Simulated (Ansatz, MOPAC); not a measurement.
Molecule: GeBr2, charge 0, multiplicity 1. SMILES: [Ge]([Br])[Br]
Geometry: optimised at B3LYP-D3(BJ)/def2-TZVP (Ansatz, a quantum-chemistry and plane-wave program).

Wanted: vertical electron affinity to the doublet, in eV. Terms: six Cartesian d functions in 6-31G* and its kin unless marked 5d; open shells spin-unrestricted; no spin-orbit coupling; no dispersion term unless named; each state is the SCF solution reached for its charge and spin; PM7 with its own dispersion and hydrogen-bond terms; non-relativistic. Ab initio and DFT rows: single points at B3LYP-D3(BJ) geometries (Ansatz). Semi-empirical rows: differences of heats of formation at the shared geometry for vertical values. Anions need diffuse functions, which STO-3G, LANL2DZ, def2-SVP, cc-pVDZ and Pople sets without + lack.

```json
[
 {"species": "charge -1, doublet", "coefficient": "-1", "E at B3LYP/6-31G* (Ansatz), Eh": "-7224.68123", "E at wB97M-V/def2-TZVPD (Ansatz), Eh": "-7225.06412", "heat of formation at PM7 (MOPAC), kcal/mol": "-67.02"},
 {"species": "charge 0, singlet", "coefficient": "+1", "E at B3LYP/6-31G* (Ansatz), Eh": "-7224.63012", "E at wB97M-V/def2-TZVPD (Ansatz), Eh": "-7225.00875", "heat of formation at PM7 (MOPAC), kcal/mol": "-12.52"}
]
```

 1 Eh = 27.2114 eV and 1 eV = 23.0605 kcal/mol.

Compute it at each level from the table.


- B3LYP/6-31G*: the sum of coefficient times E is 0.05111 Eh, or 1.391 eV. Result: 1.39 eV.
- wB97M-V/def2-TZVPD: the sum of coefficient times E is 0.05537 Eh, or 1.507 eV. Result: 1.51 eV.
- PM7: the sum of coefficient times heat of formation is 54.50 kcal/mol, or 2.36 eV.
